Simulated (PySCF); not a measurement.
## Ionisation energy of Tc by level of theory

Tc [Kr] 4d5 5s2 (6S) → Tc⁺ [Kr] 4d5 5s1 (7S), as a difference of total energies. All numbers are calculated (PySCF 2.14, the spin-free X2C one-electron Hamiltonian (Gaussian nucleus), in x2c-TZVPall). Correlated levels: valence: [Kr] frozen. The calculations carry no spin-orbit coupling.

```tsv
method	ionisation energy (eV)
UHF	5.539
B3LYP	7.257
M06-2X	7.735
MP2 (valence)	6.476
SCS-MP2 (valence)	6.682
```

Errors of the correlated levels include the incompleteness of this basis and the frozen core.

MP2 underrates the near-degeneracy of ns² with np² in the lower species.

Q: Which method comes closest to the reference value, and which is furthest?

A: The reference is 7.119 eV (measured; NIST Atomic Spectra Database, ionization energies). Closest: B3LYP (error 0.138 eV); furthest: UHF (error -1.580 eV).
